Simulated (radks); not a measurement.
Cr IV, 21 electrons, occupied as [Ar] 3d3.

Method: scalar-relativistic Kohn-Sham, Slater X-alpha with alpha = 0.779, spin-polarised, spherical densities, finite nucleus; open shells are filled with parallel spins first; Fermi nuclear charge, rms radius 3.6452 fm; computed with a radial shooting solver on a logarithmic mesh with Libxc functionals.

Energy parts (hartree):
part                   energy
total             -1052.10556
kinetic            1063.64712
electron-nucleus  -2479.17710
Hartree             414.74523
exchange            -51.32081

Orbitals (lengths in bohr, moments of r in powers of bohr; r(90%) holds 90 % of the orbital's charge):
orbital  occ.  eigenvalue (hartree)  r(90%)
1s down     1             -218.1558   0.113
1s up       1             -218.1553   0.113
2s up       1             -26.23256   0.455
2s down     1             -26.16153   0.454
2p up       3             -22.37412   0.426
2p down     3             -22.31943   0.424
3s up       1              -4.25806    1.32
3s down     1              -4.08809    1.32
3p up       3              -3.19908    1.42
3p down     3              -3.03195    1.43
3d up       3              -1.54738    1.78
3d down     0              -1.38551    1.83

The highest occupied level is 3d up at -42.106 eV. The spin density at the nucleus is -1.171 e/bohr^3 (1s -0.046, 2s -1.822, 3s 0.696).
